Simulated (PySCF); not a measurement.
aminoborane cation (BH₄N), SMILES NB (connectivity only; charge and spin as stated), charge +1, multiplicity 2. Atoms are numbered in the order given.

```xyz
6

B      0.0000     0.0000    -0.8154
N      0.0000     0.0000     0.6354
H      0.0000    -1.0573    -1.3818
H      0.0000     1.0573    -1.3818
H     -0.8577     0.0000     1.1965
H      0.8577     0.0000     1.1965
```
Charge +1, spin multiplicity 2.

Coordinates come from a ωB97X-D3(BJ)/def2-TZVP optimisation. The multiplicity is an assumed one; other spin states were not compared.

Computed with PySCF 2.14.0 with TDA-PBE/def2-TZVPD.

Vertical excitations. The molecule is in vacuum.

| state | energy (eV) | λ (nm) | f | main pairs |
|---|---|---|---|---|
| root 1 | 4.52 | 275 | 0.000 | α HOMO→LUMO 98 % |
| root 2 | 4.82 | 257 | 0.029 | β HOMO−1→LUMO 98 % |
| root 3 | 4.85 | 256 | 0.162 | β HOMO→LUMO 95 % |
| root 4 | 6.33 | 196 | 0.000 | α HOMO−1→LUMO 6 %, β HOMO→LUMO+1 91 % |
| root 5 | 6.73 | 184 | 0.001 | α HOMO−2→LUMO 34 %, β HOMO−1→LUMO+1 65 % |
| root 6 | 7.61 | 163 | 0.000 | α HOMO−1→LUMO 92 %, β HOMO→LUMO+1 7 % |
| root 7 | 7.69 | 161 | 0.000 | β HOMO−2→LUMO 98 % |
| root 8 | 8.16 | 152 | 0.034 | α HOMO−2→LUMO 64 %, β HOMO−1→LUMO+1 33 % |
| root 9 | 8.20 | 151 | 0.017 | α HOMO→LUMO+1 62 %, β HOMO−3→LUMO 36 % |
| root 10 | 8.24 | 150 | 0.007 | α HOMO→LUMO+1 37 %, β HOMO−3→LUMO 62 % |
Unrestricted roots are not spin-pure.
